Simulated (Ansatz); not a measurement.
Relaxation of the cluster Li3S⁺ with RKS B3LYP-D4/def2-TZVP.

```sh
$ ansatz run in.yaml --threads 2 --pin off --events-out ev --progress --plain --max-ram 4352MiB
```

```yaml
crystal:
  periodic: [false, false, false]
  atoms:
    - {symbol: Li, position_ang: [-0.221400, -2.160390, 0.359090]}
    - {symbol: Li, position_ang: [1.977830, 0.843940, -0.454070]}
    - {symbol: Li, position_ang: [-1.756470, 1.317400, 0.093810]}
    - {symbol: S, position_ang: [0.000040, -0.000950, 0.001180]}
basis:
  gaussian: {orbitals: def2-TZVP}
total_charge: 1
hamiltonian: {xc: {name: B3LYP}, dispersion: d4}
scf: {omitted_lower_state_checks: [starts]}
output: {orbitals: {seedname: orbitals}}
relax: {f_tol: 0.02, max_steps: 100}
```

Run time 3.5 s (2 threads of Arm Neoverse V1 on a shared host).

Positions (Å) and forces (eV/Å) at steps 1, 2, 3 of 3:

```xyz
4
step=1 energy=-11449.2907 eV
Li   -0.221   -2.160    0.359    0.024    0.233   -0.038
Li    1.978    0.844   -0.454   -0.204   -0.089    0.047
Li   -1.756    1.317    0.094    0.180   -0.137   -0.009
S     0.000   -0.001    0.001    0.000   -0.006    0.000
4
step=2 energy=-11449.3026 eV
Li   -0.219   -2.134    0.355    0.008    0.074   -0.012
Li    1.956    0.833   -0.449   -0.065   -0.028    0.015
Li   -1.737    1.301    0.093    0.057   -0.044   -0.003
S     0.000    0.000    0.001    0.000   -0.002    0.000
4
step=3 energy=-11449.3038 eV
Li   -0.217   -2.122    0.353    0.000   -0.001    0.000
Li    1.946    0.828   -0.446    0.000    0.000    0.000
Li   -1.729    1.294    0.093    0.000    0.000    0.000
S     0.000    0.000    0.001    0.000    0.000    0.000
```

The structure comes from a short search, and lower isomers may exist.
